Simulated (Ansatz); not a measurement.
Ansatz (a program for electronic structure) input file for C2H9NOSi2, SMILES CN1C[Si@@H](O)[SiH2]1, CAM-B3LYP/def2-SVPD. Coordinates come from a ωB97X-D3(BJ)/def2-SVP optimisation. The structure was generated by enumeration; whether it is a known compound was not checked. Other conformers were not sampled.

Ansatz 0.2 input:
```yaml
crystal:
  periodic: [false, false, false]
  atoms:
    - {symbol: C, position_ang: [-2.55181731, -0.69328627, 0.51744589]}
    - {symbol: N, position_ang: [-1.18273992, -0.27120024, 0.35028458]}
    - {symbol: C, position_ang: [-0.17048723, -1.28859400, 0.03503540]}
    - {symbol: Si, position_ang: [1.32973542, -0.09656599, 0.03934624]}
    - {symbol: O, position_ang: [2.29964532, -0.07481782, -1.32237433]}
    - {symbol: Si, position_ang: [-0.48622068, 1.32530148, 0.17364590]}
    - {symbol: H, position_ang: [-2.64249647, -1.45377048, 1.31632097]}
    - {symbol: H, position_ang: [-3.18464984, 0.16322202, 0.79973309]}
    - {symbol: H, position_ang: [-2.97201593, -1.13359350, -0.40900922]}
    - {symbol: H, position_ang: [-0.13980209, -2.09158176, 0.79808477]}
    - {symbol: H, position_ang: [-0.33777143, -1.77336861, -0.94896019]}
    - {symbol: H, position_ang: [2.18838150, -0.27966037, 1.25075718]}
    - {symbol: H, position_ang: [3.11924663, -0.57706505, -1.28140674]}
    - {symbol: H, position_ang: [-0.72143808, 2.22894418, 1.34399781]}
    - {symbol: H, position_ang: [-0.90281622, 2.10280261, -1.03929288]}
basis:
  gaussian:
    orbitals: def2-SVPD
hamiltonian:
  xc: {name: CAM-B3LYP}
```

It prints:

```
WARN ansatz: RAYON_NUM_THREADS=2 ignored (pool sized by the plan → 2); use --threads N
Functional definition: CAM-B3LYP
integrals: 0.20 GiB planned
1748 factors; their error is unknown
integrals: 0.23 GiB planned
757 factors; integrals over basis functions are off by at most 8.8e-6 eV
mean field: 1.95 GiB planned
mean field evaluation 1: about -21494.1204 eV, gradient 6.5e1 eV
mean field evaluation 2: about -21487.8472 eV, gradient 8.6e1 eV
mean field evaluation 4: about -21502.5376 eV, gradient 3.0e0 eV
mean field evaluation 8: about -21502.5538 eV, gradient 5.3e-2 eV
mean field evaluation 16: about -21502.6200 eV, gradient 7.8e-5 eV
mean field -21502.62004571 eV, -790.2067116804 hartree, gradient 7.8e-5 eV, S^2 0.000000; 0 other end points of the search recorded, 0 dependent functions left out
reference -21502.62020702 eV, -790.2067176085 hartree; 32, 32 occupied and 171, 171 virtual orbitals, 1748 factors
Total energy: -21502.62020702 eV, -790.2067176085 hartree
```

The calculation finished and met its thresholds.

Cost: around 19 core-seconds (rough).
